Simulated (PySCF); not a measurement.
Be(H)(Me) (CH4Be), SMILES [BeH][CH3].

Coordinates come from a PBE0-D3(BJ)/def2-TZVPD optimisation.

Vertical ionisation energy (IE) and electron affinity (EA) in eV. Rows of orbital energies are one-electron estimates. Where ΔSCF, EOM or ADC give a negative EA the extra electron is unbound and the value depends on the basis.

```
level                                               IE    EA
------------------------------------------------  ----  ----
−ε(HOMO), −ε(LUMO), B3LYP/def2-TZVPD (PySCF)      8.18  0.52
−ε(HOMO), −ε(LUMO), CAM-B3LYP/def2-TZVPD (PySCF)     …     …
```

Problem. Fill in the missing entries. (An estimate is asked for; the answer gives what the named calculation found.)

Solution. 
- −ε(HOMO), −ε(LUMO), CAM-B3LYP/def2-TZVPD (PySCF), IE: 9.84
- −ε(HOMO), −ε(LUMO), CAM-B3LYP/def2-TZVPD (PySCF), EA: -0.43
